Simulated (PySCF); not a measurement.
**Electron correlation in B⁺ (boron, charge +1)**

[He] 2s2, closed-shell 1S. All numbers are calculated (PySCF 2.14, the spin-free X2C one-electron Hamiltonian (Gaussian nucleus), in cc-pVDZ-DK (3s2p1d, 14 functions)). Frozen: 1s2; 2 electrons correlated.

Total MP2 correlation energy: -32.49 mhartree.

Same-spin part 0.00 and opposite-spin part -32.49 mhartree; SCS-MP2 scales them by 1/3 and 6/5 to -38.99 mhartree.

With two correlated electrons CCSD is exact within the correlated space (frozen core and kept virtual orbitals).

| level | correlation energy (mhartree) |
| --- | --- |
| CCSD | -58.51 |

Diagnostics: T1 = 0.012, D1 = 0.0165, largest double amplitude 0.153.

Question: Is a single reference adequate?

Answer: Not fully. A double-excitation amplitude exceeds 0.15, a sign of near-degeneracy.
